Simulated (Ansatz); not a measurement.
CH$_{5}$BrClNSi (`C[Si](N)(Cl)Br`), relaxed with RKS PBE-D4/def2-SVP in the Gaussian-basis code of Ansatz from a rough embedded geometry. The force threshold is 0.03 eV/Å; the program also tests the step.

The species carries charge 0 and has multiplicity 1.

Start:

```xyz
10

C     0.450    0.570   -1.206
Si   -0.366   -0.339    0.091
N     0.086    0.257    1.608
Cl    0.135   -2.340    0.057
Br   -2.562   -0.169   -0.024
H     0.149    1.663   -1.237
H     0.125    0.206   -2.229
H     1.489    0.528   -1.182
H    -0.529   -0.256    2.294
H     1.021   -0.122    1.828
```

| step | energy (eV) | largest force (eV/Å) | largest move (Å) |
| --- | --- | --- | --- |
| 1 | -93019.0820 | 3.436 | 0.000 |
| 2 | -93019.4088 | 1.033 | 0.177 |
| 3 | -93019.4636 | 0.813 | 0.164 |
| 4 | -93019.4987 | 0.345 | 0.098 |
| 5 | -93019.5034 | 0.195 | 0.017 |
| 6 | -93019.5056 | 0.179 | 0.072 |
| 7 | -93019.5083 | 0.014 | 0.028 |

End:

```xyz
10

C     0.449    0.571   -1.257
Si   -0.383   -0.411    0.093
N     0.061    0.163    1.661
Cl    0.062   -2.437   -0.232
Br   -2.613   -0.211   -0.025
H     0.178    1.642   -1.172
H     0.140    0.196   -2.252
H     1.552    0.473   -1.180
H    -0.502   -0.144    2.458
H     1.056    0.159    1.907
```

Hardware: 4 threads of an Arm Neoverse V1 on a shared host. Wall time 13 s, peak host memory 0.19 GiB.
